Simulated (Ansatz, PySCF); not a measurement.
Gas-phase reaction in SMILES: [SiH3]c1nccs1 [1,3-thiazol-2-ylsilane] + 8 [H][H] (H2) -> 3 C (CH4) + N (NH3) + S (H2S) + [SiH4] (SiH4)
Geometries: B3LYP-D3(BJ)/def2-TZVP minima from Ansatz (a first-principles code). Frequencies are from Ansatz or PySCF. Unstable Hartree-Fock reference: [SiH3]c1nccs1.

Wanted: energy of full hydrogenation (enthalpy at 298 K, with B3LYP-D3(BJ) rigid-rotor harmonic-oscillator terms), in kcal/mol. Cores are frozen in the correlated levels unless marked. Spin-orbit coupling is left out. Non-relativistic. CBS marks a two-point X^-3 extrapolation of the correlation energy; Hartree-Fock from the larger set.

```json
[
 {"level": "HF/cc-pV(D+d)Z", "program": "Ansatz", "energy of full hydrogenation (kcal/mol)": "-143.9"},
 {"level": "revPBE-D4/def2-TZVPD", "program": "Ansatz + dftd4", "energy of full hydrogenation (kcal/mol)": "-86.4"},
 {"level": "r2SCAN/def2-TZVPD", "program": "Ansatz", "energy of full hydrogenation (kcal/mol)": "-103.6"},
 {"level": "PBE0/def2-SVP", "program": "Ansatz", "energy of full hydrogenation (kcal/mol)": "-122.2"},
 {"level": "PBE0-D4/def2-TZVP", "program": "Ansatz + dftd4", "energy of full hydrogenation (kcal/mol)": "-110.7"},
 {"level": "PBE0-D4/def2-TZVPD", "program": "Ansatz + dftd4", "energy of full hydrogenation (kcal/mol)": "-112.2"},
 {"level": "PBE0/def2-TZVP", "program": "Ansatz", "energy of full hydrogenation (kcal/mol)": "-114.9"}
]
```

What does CCSD(T)/CBS(cc-pV(T+d)Z,cc-pV(Q+d)Z) (Ansatz) give?

-107.4 kcal/mol
